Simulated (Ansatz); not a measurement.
Basis sets compared for SnCl2(pyrrolidide)2 (C₈H₁₆Cl₂N₂Sn). The state is a singlet with charge 0. Geometry PBE-D4/def2-SVP. Ansatz on 2 threads of AMD EPYC 7R13 on a shared host and a share (18 GiB) of an NVIDIA H100 80GB HBM3; times are rough, and most runs start from earlier orbitals.

Cartesian coordinates in Å:
```
Sn -1.1818 0.4869 0.1385
Cl -2.5450 1.8763 1.5185
Cl -2.5622 -0.3609 -1.6226
N -0.3880 -1.1716 1.0172
C -1.1976 -2.3613 1.2915
C -0.1431 -3.3698 1.8025
C 0.9964 -2.4858 2.3882
C 0.5196 -1.0308 2.1593
H -1.7303 -2.6944 0.3783
H -1.9640 -2.1830 2.0870
H 0.2353 -3.9856 0.9637
H -0.5769 -4.0600 2.5523
H 1.1824 -2.6827 3.4623
H 1.9459 -2.6672 1.8480
H 0.0012 -0.6547 3.0770
H 1.3416 -0.3240 1.9247
N 0.3970 1.6635 -0.4580
C 1.2257 1.0779 -1.5251
C 0.6072 1.5483 -2.8654
C -0.1659 2.8460 -2.4915
C 0.0622 3.0027 -0.9658
H 1.3058 -0.0243 -1.4201
H 2.2576 1.4883 -1.4114
H -0.0906 0.7787 -3.2530
H 1.3803 1.7174 -3.6409
H 0.1904 3.7332 -3.0527
H -1.2470 2.7320 -2.7118
H 0.9398 3.6652 -0.7738
H -0.7962 3.4397 -0.4172
```

In the def2 sets Sn takes a core potential; there is no spin–orbit coupling. Single mean-field runs in def2-TZVP are fitted with def2-universal-jkfit.

Binding counts from free atoms (Sn triplet, Cl doublet, N quartet, C triplet, H doublet) in the same basis, without a counterpoise term.

```csv
level,functions,energy (Eh),HOMO (eV),LUMO (eV),binding per atom (eV),wall time
PBE-D4/def2-SVP,282,-1557.2663,-5.33,-2.70,4.23,6 s
PBE0-D4/def2-SVP,282,-1557.4103,-6.67,-1.88,4.16,4 s
```

Question: Estimate the rows for PBE-D4/def2-TZVP (with forces), PBE0-D4/def2-TZVP (with forces).

Answer: 
```tsv
level	functions	energy (Eh)	HOMO (eV)	LUMO (eV)	binding per atom (eV)	wall time
PBE-D4/def2-TZVP (with forces)	530	-1558.0558	-5.48	-2.88	4.19	4.4 s
PBE0-D4/def2-TZVP (with forces)	530	-1558.1874	-6.76	-2.01	4.12	6.5 s
```
